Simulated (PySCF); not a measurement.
```xyz
9

S      0.2967    -1.6535    -1.2991
Si    -0.0005     0.0005     0.0032
S      1.8307     1.0804     0.0351
S     -1.6817     1.0646    -0.7464
S     -0.4480    -0.4893     2.0232
H      1.4107    -2.0682    -0.6686
H      1.3994     1.9661     0.9516
H     -1.1819     1.1607    -1.9920
H     -1.6301    -1.0563     1.7206
```

Charge 0, multiplicity 1.

Give the Mulliken and meta-Löwdin atomic charges from PySCF with PBE0-D3(BJ)/def2-TZVP.


| atom | Mulliken (e) | meta-Löwdin (e) |
|---|---|---|
| S1 | -0.29 | -0.29 |
| Si2 | 0.43 | 0.69 |
| S3 | -0.29 | -0.29 |
| S4 | -0.29 | -0.29 |
| S5 | -0.29 | -0.29 |
| H6 | 0.18 | 0.12 |
| H7 | 0.18 | 0.12 |
| H8 | 0.18 | 0.12 |
| H9 | 0.18 | 0.12 |
